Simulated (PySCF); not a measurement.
# Bonding in `C[SiH2]Oc1ccccc1`

C7H10OSi.
SMILES with atom numbers: `[CH3:1][SiH2:2][O:3][c:4]1[cH:5][cH:6][cH:7][cH:8][cH:9]1` (hydrogens: H10, H11, H12 on C1; H13, H14 on Si2; H15 on C5; H16 on C6; H17 on C7; H18 on C8; H19 on C9)

Structure used (PBE0-D3(BJ)/def2-SVP), in Å, numbered top down from 1:
```
atom  x, y, z in Å
C1     4.443    0.626    0.291
Si2    2.923   -0.385    0.644
O3     1.617    0.613    0.279
C4     0.294    0.367    0.394
C5    -0.592    1.393    0.048
C6    -1.965    1.192    0.148
C7    -2.473   -0.030    0.591
C8    -1.589   -1.051    0.934
C9    -0.212   -0.861    0.837
H10    5.353    0.034    0.478
H11    4.453    0.955   -0.759
H12    4.473    1.519    0.934
H13    2.865   -1.614   -0.206
H14    2.850   -0.797    2.079
H15   -0.177    2.342   -0.296
H16   -2.646    2.002   -0.124
H17   -3.551   -0.185    0.668
H18   -1.972   -2.014    1.282
H19    0.471   -1.670    1.108
```

Bond orders from the PBE0/pcSseg-1 density (PySCF). Geometry: PBE0-D3(BJ)/def2-SVP, one conformer, isolated molecule.

Problem. How far do the computed orders between heavy atoms stray from the drawn ones?

Solution. The largest departure is 0.128, at Si2–O3 (drawn single, 0.872), counting aromatic bonds as 1.5. Drawn single, order below 0.88: Si2–O3 (0.872). The bonds drawn aromatic range from 1.38 to 1.45.

Problem. Give the Mayer order of every bond, beside its length.

Solution. 
```csv
bond,drawn as,length (Å),Mayer order
C1–Si2,single,1.859,0.984
Si2–O3,single,1.684,0.872
O3–C4,single,1.350,0.924
C4–C5,aromatic,1.400,1.401
C5–C6,aromatic,1.391,1.449
C6–C7,aromatic,1.396,1.416
C7–C8,aromatic,1.393,1.439
C8–C9,aromatic,1.394,1.442
C9–C4,aromatic,1.400,1.382
C1–H10,single,1.101,0.952
C1–H11,single,1.100,0.952
C1–H12,single,1.100,0.952
Si2–H13,single,1.495,0.917
Si2–H14,single,1.495,0.918
C5–H15,single,1.092,0.962
C6–H16,single,1.093,0.963
C7–H17,single,1.092,0.966
C8–H18,single,1.093,0.960
C9–H19,single,1.093,0.938
```

Bonds between the same two heavy elements. C–C: lowest C9–C4 (1.382, 1.400 Å), highest C5–C6 (1.449, 1.391 Å).

Problem. Sum the orders of all bonds at each heavy atom with more than one neighbour and set the sums beside the valence in the SMILES.

Solution. C1 3.840 (drawn 4), Si2 3.691 (drawn 4), O3 1.796 (drawn 2), C4 3.707 (drawn 4), C5 3.812 (drawn 4), C6 3.828 (drawn 4), C7 3.821 (drawn 4), C8 3.841 (drawn 4), C9 3.762 (drawn 4). Orders between atoms that aren't bonded are not in these sums.

The Mayer order sums products of elements of PS (density times overlap matrix) between the two atoms' basis functions, so it depends on the basis set.

These values come from a run that also computed NMR shieldings. Time: 84 s wall; peak memory 0.97 GiB. Hardware: one thread of an AMD EPYC, on a shared host.
